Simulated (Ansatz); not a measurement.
H₇NO₃Si₂ (`O[SiH2]N[SiH](O)O`) at its PBE0-D4/def2-TZVP geometry, where that method's forces vanish. Charge 0, multiplicity 1.

```xyz
13

O    -1.7322   -0.5240   -1.3428
Si   -1.4260    0.9847   -0.7825
N     0.1003    0.9462    0.0305
Si    1.0999   -0.4205    0.2324
O     2.1242   -0.0163    1.4479
O     0.1704   -1.7445    0.5756
H    -1.4252   -1.2556   -0.7958
H    -1.4186    1.8884   -1.9593
H    -2.4764    1.4575    0.1626
H     0.4515    1.8062    0.4282
H     1.8461   -0.8490   -0.9689
H     2.9325   -0.5239    1.5310
H    -0.2464   -1.7491    1.4410
```

(1) What forces (eV/Å) does r2SCAN-D4/def2-TZVPP give on these atoms in the Gaussian-basis code of Ansatz? (Best estimate.)

## Answers

(1) Computed: 
```
O1  -0.005 -0.025 -0.035
Si2 -0.022  0.050  0.007
N3  -0.012  0.013  0.002
Si4  0.034 -0.008 -0.061
O5   0.024  0.033  0.037
O6  -0.012 -0.059 -0.026
H7  -0.002 -0.016  0.016
H8  -0.008 -0.019  0.020
H9   0.012  0.002 -0.019
H10  0.016  0.036  0.012
H11 -0.023  0.002  0.017
H12  0.019 -0.011  0.007
H13 -0.021  0.001  0.021
```
